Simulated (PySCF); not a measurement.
PySCF job for Mo(O)2(OH) (HMoO₃), SMILES [O]=[Mo](=[O])[OH] (connectivity only; charge and spin as stated), neutral, multiplicity 2, TDA-M06-2X/def2-SVPD. Coordinates come from a B3LYP-D3(BJ)/def2-SVP optimisation. The geometry has at least one imaginary mode, so it is a saddle point at that level. The spin state was assumed, not searched. The isomer is the one that the SMILES or the coordinates give; other isomers of the formula were not compared. The def2 effective core potentials stand for the cores of Mo; spin–orbit coupling is left out. Other conformers were not sampled.

```python
import numpy as np
from pyscf import gto, scf, dft, tdscf

mol = gto.M(
    atom='''
    Mo    0.00000000   -0.00000000    0.04165697
    O     0.00000000   -1.41509525    0.97400989
    O     0.00000000    1.41509525    0.97400989
    O     0.00000000    0.00000000   -1.81913744
    H     0.00000000   -0.00000000   -2.78065153
    ''',
    basis='def2-SVPD',
    ecp={'Mo': 'def2-svp'},
    charge=0,
    spin=1,
    max_memory=1600,
    verbose=4,
)
mf = dft.UKS(mol, xc='m06-2x').density_fit(auxbasis='def2-universal-jkfit')
mf.grids.level = 4
mf.conv_tol = 1e-9
mf.max_cycle = 100
mf.kernel()
fine, coarse = mf.grids, dft.Grids(mol).set(level=1).build(with_non0tab=True)
for _ in range(3):  # follow internal instabilities
    mf.grids = coarse
    mo, _, stable, _ = mf.stability(return_status=True, nroots=4)
    mf.grids = fine
    if stable:
        break
    mf.kernel(mf.make_rdm1(mo, mf.mo_occ))
mf.grids = dft.Grids(mol).set(level=2).build(with_non0tab=True)  # coarser grid for the response kernel
td = tdscf.TDA(mf)
td.nstates = 10
td.conv_tol = 1e-4
td.kernel(x0=td.get_init_guess(mf, 15))
td.analyze(verbose=3)
```

Log of the run:

```
PySCF version 2.14.0

[INPUT] verbose = 4
[INPUT] num. atoms = 5
[INPUT] num. electrons = 39
[INPUT] charge = 0
[INPUT] spin (= nelec alpha-beta = 2S) = 1
[INPUT] symmetry False subgroup None
[INPUT] Mole.unit = angstrom
[INPUT] Symbol           X                Y                Z      unit          X                Y                Z       unit  Magmom
[INPUT]  1 Mo     0.000000000000   0.000000000000   0.041656970000 AA    0.000000000000   0.000000000000   0.078720264479 Bohr   0.0
[INPUT]  2 O      0.000000000000  -1.415095250000   0.974009890000 AA    0.000000000000  -2.674142462673   1.840611934718 Bohr   0.0
[INPUT]  3 O      0.000000000000   1.415095250000   0.974009890000 AA    0.000000000000   2.674142462673   1.840611934718 Bohr   0.0
[INPUT]  4 O      0.000000000000   0.000000000000  -1.819137440000 AA    0.000000000000   0.000000000000  -3.437671544542 Bohr   0.0
[INPUT]  5 H      0.000000000000   0.000000000000  -2.780651530000 AA    0.000000000000   0.000000000000  -5.254669839553 Bohr   0.0

nuclear repulsion = 144.535463838854
number of shells = 43
number of NR pGTOs = 169
number of NR cGTOs = 111
basis = def2-SVPD
ecp = {'Mo': 'def2-svp'}


[settings echo left out]
init E= -286.295328897506
  alpha nocc = 20  HOMO = -0.386801978086533  LUMO = -0.372889853643799
  beta  nocc = 19  HOMO = -0.651133583635422  LUMO = -0.386801978086533

WARN: HOMO -0.386801978086533 >= LUMO -0.386801978086533

cycle= 1 E= -293.799966118326  delta_E= -7.5  |g|= 0.979  |ddm|= 2.68
  alpha nocc = 20  HOMO = -0.20135536333796  LUMO = -0.121492219387083
  beta  nocc = 19  HOMO = -0.200702375328709  LUMO = -0.18597809549846
  HOMO = -0.200702375329  LUMO = -0.185978095498  gap/eV = 0.40067
cycle= 2 E= -291.203870590543  delta_E=  2.6  |g|= 2.73  |ddm|= 2.76
  alpha nocc = 20  HOMO = -0.271019214489691  LUMO = -0.0166673610907188
  beta  nocc = 19  HOMO = -0.353866761357754  LUMO = -0.118643210686365
  HOMO = -0.27101921449  LUMO = -0.118643210686  gap/eV = 4.14636
cycle= 3 E= -294.114626763526  delta_E= -2.91  |g|= 0.354  |ddm|= 2.21
  alpha nocc = 20  HOMO = -0.322223188753643  LUMO = -0.0786062466434032
  beta  nocc = 19  HOMO = -0.385887056019886  LUMO = -0.134949196074405
  HOMO = -0.322223188754  LUMO = -0.134949196074  gap/eV = 5.09598
cycle= 4 E= -294.159069954996  delta_E= -0.0444  |g|= 0.144  |ddm|= 0.413
  alpha nocc = 20  HOMO = -0.335384832623308  LUMO = -0.0780556029868507
  beta  nocc = 19  HOMO = -0.404973703582286  LUMO = -0.132489478854229
  HOMO = -0.335384832623  LUMO = -0.132489478854  gap/eV = 5.52106
cycle= 5 E= -294.166512899958  delta_E= -0.00744  |g|= 0.038  |ddm|= 0.151
  alpha nocc = 20  HOMO = -0.325945892382087  LUMO = -0.0667709323101384
  beta  nocc = 19  HOMO = -0.394847909803218  LUMO = -0.125551566313455
  HOMO = -0.325945892382  LUMO = -0.125551566313  gap/eV = 5.45301
cycle= 6 E= -294.167331221071  delta_E= -0.000818  |g|= 0.00743  |ddm|= 0.0734
  alpha nocc = 20  HOMO = -0.327123904751417  LUMO = -0.0673343228110106
  beta  nocc = 19  HOMO = -0.396651908843182  LUMO = -0.129054016560804
  HOMO = -0.327123904751  LUMO = -0.129054016561  gap/eV = 5.38976
cycle= 7 E= -294.167475714336  delta_E= -0.000144  |g|= 0.00428  |ddm|= 0.0236
  alpha nocc = 20  HOMO = -0.327338358738722  LUMO = -0.0669563166059675
  beta  nocc = 19  HOMO = -0.39730762614597  LUMO = -0.129456180110306
  HOMO = -0.327338358739  LUMO = -0.12945618011  gap/eV = 5.38465
cycle= 8 E= -294.167558214825  delta_E= -8.25e-05  |g|= 0.00269  |ddm|= 0.0185
  alpha nocc = 20  HOMO = -0.327533730721942  LUMO = -0.066679565096905
  beta  nocc = 19  HOMO = -0.397882648048689  LUMO = -0.130067242483204
  HOMO = -0.327533730722  LUMO = -0.130067242483  gap/eV = 5.37334
cycle= 9 E= -294.167599125963  delta_E= -4.09e-05  |g|= 0.00144  |ddm|= 0.0153
  alpha nocc = 20  HOMO = -0.327533605489656  LUMO = -0.0663299067001368
  beta  nocc = 19  HOMO = -0.398275751413859  LUMO = -0.13060992679657
  HOMO = -0.32753360549  LUMO = -0.130609926797  gap/eV = 5.35857
cycle= 10 E= -294.167612990418  delta_E= -1.39e-05  |g|= 0.000544  |ddm|= 0.0111
  alpha nocc = 20  HOMO = -0.327593262906156  LUMO = -0.06615853562624
  beta  nocc = 19  HOMO = -0.398442156435035  LUMO = -0.130279243414726
  HOMO = -0.327593262906  LUMO = -0.130279243415  gap/eV = 5.36919
cycle= 11 E= -294.167614643087  delta_E= -1.65e-06  |g|= 0.000244  |ddm|= 0.00414
  alpha nocc = 20  HOMO = -0.327625512490151  LUMO = -0.0661920573233381
  beta  nocc = 19  HOMO = -0.398395557820422  LUMO = -0.13034004365964
  HOMO = -0.32762551249  LUMO = -0.13034004366  gap/eV = 5.36841
cycle= 12 E= -294.16761465105  delta_E= -7.96e-09  |g|= 0.000443  |ddm|= 0.000761
  alpha nocc = 20  HOMO = -0.327626382058664  LUMO = -0.0661669476325955
  beta  nocc = 19  HOMO = -0.398460231778508  LUMO = -0.130335661874458
  HOMO = -0.327626382059  LUMO = -0.130335661874  gap/eV = 5.36855
cycle= 13 E= -294.1676147485  delta_E= -9.75e-08  |g|= 5.91e-05  |ddm|= 0.000612
  alpha nocc = 20  HOMO = -0.327618694114602  LUMO = -0.066150842585877
  beta  nocc = 19  HOMO = -0.398457423000735  LUMO = -0.130304365556672
  HOMO = -0.327618694115  LUMO = -0.130304365557  gap/eV = 5.36920
cycle= 14 E= -294.167614752934  delta_E= -4.43e-09  |g|= 3.15e-05  |ddm|= 0.000154
  alpha nocc = 20  HOMO = -0.327625661999043  LUMO = -0.0661576140998541
  beta  nocc = 19  HOMO = -0.398463485095842  LUMO = -0.130308427335446
  HOMO = -0.327625661999  LUMO = -0.130308427335  gap/eV = 5.36928
cycle= 15 E= -294.167614754713  delta_E= -1.78e-09  |g|= 1.17e-05  |ddm|= 0.000109
  alpha nocc = 20  HOMO = -0.327622960248458  LUMO = -0.0661553861703545
  beta  nocc = 19  HOMO = -0.398461676363155  LUMO = -0.130308016032448
  HOMO = -0.327622960248  LUMO = -0.130308016032  gap/eV = 5.36921
cycle= 16 E= -294.167614754916  delta_E= -2.03e-10  |g|= 6.16e-06  |ddm|= 4.16e-05
  alpha nocc = 20  HOMO = -0.327624353946209  LUMO = -0.0661565215111786
  beta  nocc = 19  HOMO = -0.398463427279392  LUMO = -0.130308722386708
  HOMO = -0.327624353946  LUMO = -0.130308722387  gap/eV = 5.36923
Extra cycle  E= -294.167614754934  delta_E= -1.72e-11  |g|= 7.83e-06  |ddm|= 1.78e-05
converged SCF energy = -294.167614754934  <S^2> = 0.76608092  2S+1 = 2.0160168
tot grids = 26184
uhf_internal: lowest eigs of H = [0.10987766 0.15790183 0.18082058 0.18514215]
<class 'pyscf.df.df_jk.DFUKS'> wavefunction is stable in the internal stability analysis
tot grids = 53400


******** <class 'pyscf.tdscf.uks.TDA'> for <class 'pyscf.df.df_jk.DFUKS'> ********
nstates = 10
deg_eia_thresh = 1.000e-03
wfnsym = None
conv_tol = 0.0001
eigh lindep = 1e-12
eigh level_shift = 0
eigh max_cycle = 100


Excitation energies (eV)
[1.37998136 2.10789193 3.48157539 3.88982397 3.99012543 4.24858144
 4.46974762 4.47251163 4.58324074 4.65154552]

** Excitation energies and oscillator strengths **
Excited State   1:      1.37998 eV    898.45 nm  f=0.0008
Excited State   2:      2.10789 eV    588.19 nm  f=0.0000
Excited State   3:      3.48158 eV    356.12 nm  f=0.0006
Excited State   4:      3.88982 eV    318.74 nm  f=0.0001
Excited State   5:      3.99013 eV    310.73 nm  f=0.0000
Excited State   6:      4.24858 eV    291.82 nm  f=0.0000
Excited State   7:      4.46975 eV    277.39 nm  f=0.0000
Excited State   8:      4.47251 eV    277.21 nm  f=0.0008
Excited State   9:      4.58324 eV    270.52 nm  f=0.0084
Excited State  10:      4.65155 eV    266.54 nm  f=0.0008
```

Self-consistency was reached.

Cost: very roughly 10 core-minutes.
